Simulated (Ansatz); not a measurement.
Relaxation of AlCl₃H₂O₂ (8 atoms, charge 0, multiplicity 1), to a largest force component of 0.03 eV/Å in at most 50 steps.

These are results of RKS PBE0-D4/def2-SVP in Ansatz 0.2.0, not measurements.

```xyz
8
Properties=species:S:1:pos:R:3
Al -0.763 -0.885 -0.008
Cl -2.050 0.868 -0.324
Cl -0.605 -2.264 -1.567
Cl -0.480 -1.543 1.977
H 0.365 1.875 -0.562
O 1.258 1.478 -0.527
O 0.973 0.208 0.048
H 1.301 0.262 0.964
```

Question: Where does it end, and by what steps?

Answer: The forces met the threshold. After 5 steps the energy has fallen by 0.136 eV; H5 moved furthest, 0.24 Å.

| step | energy less start (eV) | largest force component (eV/Å) | accepted |
| --- | --- | --- | --- |
| 0 | 0.0000 | 1.189 | yes |
| 1 | -0.1147 | 0.389 | yes |
| 2 | -0.1295 | 0.192 | yes |
| 3 | -0.1342 | 0.088 | yes |
| 4 | -0.1286 | 0.528 | no |
| 5 | -0.1356 | 0.022 | yes |

```xyz
8
Properties=species:S:1:pos:R:3
Al -0.687 -0.814 -0.008
Cl -1.886 0.927 -0.310
Cl -0.580 -2.173 -1.593
Cl -0.527 -1.512 1.978
H 0.191 1.710 -0.563
O 1.134 1.421 -0.558
O 1.024 0.160 0.068
H 1.331 0.282 0.986
```

The run took 11 s on 2 threads of Intel(R) Xeon(R) 6975P-C (Granite Rapids), with other jobs on the host, peak memory 0.3 GiB.
